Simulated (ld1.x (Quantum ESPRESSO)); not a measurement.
# Varying the TM potential for calcium (Ca)

Base potential:

```
Element                 : calcium
Generator               : ld1.x (Quantum ESPRESSO) 7.5
Type                    : norm-conserving Troullier–Martins (Kleinman–Bylander form)
Functional              : PBEsol
Relativity              : scalar-relativistic
Frozen core             : [Ne] 3s2
Valence charge          : 8
Reference configuration : 3p6 3d0 4s1.5 4p0.5
Partial waves           : 3p (bound): rc 1.55 bohr; 3d (bound, empty): rc 3.25 bohr; 4s (bound): rc 3.75 bohr
Local potential         : the s channel
Core correction         : none
```

Occupied shells without a wave of their own: 4p. They enter only through the test configuration that unscreens the potential.

All-electron outer shells of the reference configuration (PBEsol, scalar-relativistic, ld1.x):

```json
{"shell": "2p", "level (eV)": "-335.18", "outermost node (bohr)": "–", "outermost maximum (bohr)": "0.25"}
{"shell": "3s", "level (eV)": "-47.66", "outermost node (bohr)": "0.45", "outermost maximum (bohr)": "0.99"}
{"shell": "3p", "level (eV)": "-28.64", "outermost node (bohr)": "0.42", "outermost maximum (bohr)": "1.04"}
{"shell": "4s", "level (eV)": "-4.10", "outermost node (bohr)": "1.43", "outermost maximum (bohr)": "3.38"}
{"shell": "3d", "level (eV)": "-2.51", "outermost node (bohr)": "–", "outermost maximum (bohr)": "1.27"}
{"shell": "4p", "level (eV)": "-1.67", "outermost node (bohr)": "1.62", "outermost maximum (bohr)": "4.34"}
```

Cutoffs, loose and tight: the cutoffs (Ry, on a coarse ladder) from which the occupation-weighted sum of valence levels, in a spherical-Bessel basis at the reference potential, stays within 10 and 1 mRy of its value at 400 Ry. They do not see the model core or the augmentation charge, which bear on the density cutoff. Test errors are all-electron minus pseudo excitation energies from the reference, over the configurations 3p6 3d0 4s2 4p0; 3p6 3d0 4s1 4p0; 3p6 3d0 4s0 4p0; 3p6 3d0 4s0 4p2; 3p5 3d0 4s2 4p0; 3p6 3d0 4s0 4p1; 3p6 3d0.5 4s1.5 4p0. A dash means not determined; rows that change the core or the reference have their own tests.

```tsv
change	outcome	cutoff, loose	cutoff, tight	bound ghosts	largest test error (meV)
base	generated, misses its reference levels by 0.36 eV	30 Ry	55 Ry	none	-684
all radii scaled by about 0.77 (s 2.90, p 1.20, d 2.52 bohr)	generated, misses its reference levels by 0.36 eV	60 Ry	80 Ry	none	-671
all radii scaled by about 0.83 (s 3.12, p 1.30, d 2.70 bohr)	generated, misses its reference levels by 0.37 eV	55 Ry	80 Ry	none	-672
all radii scaled by about 0.91 (s 3.40, p 1.40, d 2.94 bohr)	generated, misses its reference levels by 0.36 eV	45 Ry	70 Ry	none	-673
all radii scaled by about 0.97 (s 3.62, p 1.50, d 3.14 bohr)	generated, misses its reference levels by 0.36 eV	30 Ry	60 Ry	none	-677
all radii scaled by about 1.05 (s 3.92, p 1.62, d 3.40 bohr)	generated, misses its reference levels by 0.36 eV	30 Ry	55 Ry	none	-688
all radii scaled by about 1.12 (s 4.20, p 1.74, d 3.64 bohr)	generated, misses its reference levels by 0.37 eV	30 Ry	50 Ry	none	-709
all radii scaled by about 1.18 (s 4.42, p 1.82, d 3.82 bohr)	generated, misses its reference levels by 0.37 eV	30 Ry	50 Ry	none	-728
all radii scaled by about 1.26 (s 4.72, p 1.96, d 4.10 bohr)	generated, misses its reference levels by 0.37 eV	30 Ry	50 Ry	none	-765
all radii scaled by about 1.32 (s 4.94, p 2.04, d 4.28 bohr)	generated, misses its reference levels by 0.37 eV	30 Ry	50 Ry	none	-795
all radii scaled by about 1.38 (s 5.18, p 2.14, d 4.48 bohr)	generated, misses its reference levels by 0.38 eV	30 Ry	50 Ry	none	+892
```

Reading the sweep of the scale of all radii (base = 1) (base included, trends over the rows without a ghost): The loose cutoff falls from 60 Ry at 0.77 to 30 Ry at 1.38. A larger radius leaves more room for a smooth pseudo-wave, so fewer plane waves are needed; a smaller one forces it to follow the all-electron wave where it bends sharply. The median size of the test errors (rows with all tests solved) is not monotonic: lowest 308.1 meV at 0.77, highest 443.2 meV at 1.32.
